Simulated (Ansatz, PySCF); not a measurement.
Re(O)3(Me) cation (CH₃O₃Re), SMILES [O]=[Re](=[O])([CH3])=[O] (connectivity only; charge and spin as stated), charge +1, multiplicity 2. Atoms are numbered in the order given.

```xyz
8

Re     0.0002    -0.0033     0.0783
O     -1.3899     0.8296    -0.3714
O      1.3903     0.8300    -0.3709
O      0.0006    -1.7529    -0.5172
C     -0.0002     0.0222     2.1253
H     -0.0003     1.0689     2.4824
H      0.9148    -0.4972     2.4677
H     -0.9154    -0.4973     2.4674
```
Charge +1, spin multiplicity 2.

Geometry: B3LYP-D3(BJ)/def2-SVP. The multiplicity is an assumed one; no other spin state was optimised. The isomer is the one that the SMILES or the coordinates give; other isomers of the formula were not compared. The def2 effective core potentials stand for the cores of Re; spin–orbit coupling is left out.

Two levels are set side by side: PBE-D3(BJ)/def2-SVP (Ansatz, a program for electronic structure) and B3LYP-D3(BJ)/def2-SVP (Ansatz). Each level has its own optimised geometry; the coordinates shown are those of the second. Frequencies come from the Hessian of PySCF at each geometry. Differences are taken from unrounded values.

```tsv
quantity	B3LYP-D3(BJ)	PBE-D3(BJ)	PBE-D3(BJ) minus B3LYP-D3(BJ)
mean bond length (Å)	1.511	1.514	0.003
bond Re1–O2 (Å)	1.682	1.739	0.057
bond Re1–O3 (Å)	1.682	1.739	0.057
bond Re1–O4 (Å)	1.848	1.739	-0.109
bond Re1–C5 (Å)	2.047	2.036	-0.011
bond C5–H6 (Å)	1.106	1.115	0.009
bond C5–H7 (Å)	1.107	1.115	0.009
bond C5–H8 (Å)	1.107	1.115	0.009
highest harmonic wavenumber (cm⁻¹)	3104	3037	-67
mean harmonic wavenumber (cm⁻¹)	1070	988	-82
zero-point energy (kcal/mol)	27.55	25.43	-2.12
```
